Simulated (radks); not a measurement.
Q: The mean radii <r> (bohr) of the occupied orbitals of an atom or ion are listed with their occupations. All-electron calculation, Dirac Kohn-Sham, BLYP, spin-unpolarised, spherical densities, point nucleus. Program: a radial shooting solver on a logarithmic mesh with Libxc functionals.

orbital      occ.      <r>
1s1/2           2  0.02318
2s1/2           2  0.09844
2p1/2           2  0.08244
2p3/2           4  0.08896
3s1/2           2   0.2602
3p1/2           2   0.2498
3p3/2           4   0.2624
3d3/2           4   0.2339
3d5/2           6   0.2378
4s1/2           2   0.5929
4p1/2           2   0.6081
4p3/2           4   0.6368
4d3/2           4   0.6827
4d5/2           6   0.6929
5s1/2           2    1.439
5p1/2           2    1.622
5p3/2           4    1.714
4f5/2     2.14286    1.031
4f7/2     2.85714    1.049
7p1/2    0.333333    9.322
7p3/2    0.666667    9.410

Name the element and its charge. Open shells, if any, are shared by 2j + 1.

A: Z = 61, promethium, charge +1: Pm+ in [Xe] 4f5 7p1. The 1s radius gives Z: for a bare nucleus <r> = (2 gamma + 1)/(2Z) with gamma = sqrt(1 - (Z/c)^2), 0.02288 bohr for Z = 61, and screening makes it slightly larger (0.02318 here). The occupations add up to 60, and the charge is Z minus that.
